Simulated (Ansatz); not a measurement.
A structure relaxed at r2SCAN-D4/def2-SVP in Ansatz, charge 0, singlet:

```xyz
5

Hf   -0.478    0.653   -1.521
Hf   -0.859   -1.270    0.785
S     0.639   -1.469   -1.121
S     0.608    2.380   -0.671
S     0.089   -0.294    2.527
```

(1) Give its formula and point group.

(2) Summarise the bond lengths by kind (pairs closer than 1.2 times the sum of covalent radii, bridged metal pairs left out).

Results:

(1) Hf2S3. Point group Cs (tolerance 0.1 Å).

(2) 4 × Hf–S 2.21 to 2.43 Å.

In the def2 sets Hf takes a core potential; there is no spin–orbit coupling. The restricted singlet is unstable towards broken spin symmetry in Hartree–Fock (as tested in another run); at r2SCAN-D4/def2-SVP this wasn't settled. The relaxation made no stability test and no search for a lower SCF solution. No other spin state of charge 0 was run. Another isomer (singlet) lies 2.52 eV lower at PBE0-D4/def2-TZVP; other spin states weren't run for this one.
